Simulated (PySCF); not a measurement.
Species: C₈H₁₀N₂.
SMILES: `N#C[C@H]1CC[C@H](C#N)CC1`

The closed-shell ground state was solved at several levels (PySCF, density fitting, gas phase, non-relativistic). One conformer (not necessarily the lowest) at the PBE0-D3(BJ)/def2-SVP geometry, without solvent, vibrations or thermal averaging. The dipole stays under 0.02 D at every level.

| level | basis functions | HOMO (eV) | LUMO (eV) | gap (eV) |
| --- | --- | --- | --- | --- |
| mPW1PW91/pcSseg-1 | 220 | -9.27 | 0.31 | 9.58 |
| wB97X-D/def2-SVPD | 280 | -11.13 | 1.81 | 12.94 |

(1) What might PBE0/pcSseg-1 (220 basis functions) give for the same quantities?

Results:

(1) HOMO -9.24 eV, LUMO 0.33 eV, gap 9.57 eV.

***

Benzo[b]thiophene, C₈H₆S.
SMILES: `c1ccc2sccc2c1`

The closed-shell ground state was solved at several levels (PySCF, density fitting, gas phase, non-relativistic). Isolated species at its PBE0-D3(BJ)/def2-SVP geometry, gas phase.

| level | basis functions | total energy (Eh) | HOMO (eV) | LUMO (eV) | gap (eV) | dipole (D) |
| --- | --- | --- | --- | --- | --- | --- |
| mPW1PW91/pcSseg-1 | 190 | -706.5483 | -6.44 | -0.91 | 5.53 | 0.61 |
| PBE0/pcSseg-1 | 190 | -706.0950 | -6.42 | -0.89 | 5.53 | 0.61 |

Q: Estimate the row for PBE0/def2-SVPD, a basis of 235 functions; the other rows only guide the guess.

A: Total energy -705.8280 Eh, HOMO -6.40 eV, LUMO -0.91 eV, gap 5.49 eV, dipole 0.66 D.

Q: How far do the dipole and the HOMO energy spread over the levels?

A: The dipole runs from 0.61 to 0.66 D (mean 0.63 D) and the HOMO from -6.44 to -6.40 eV.
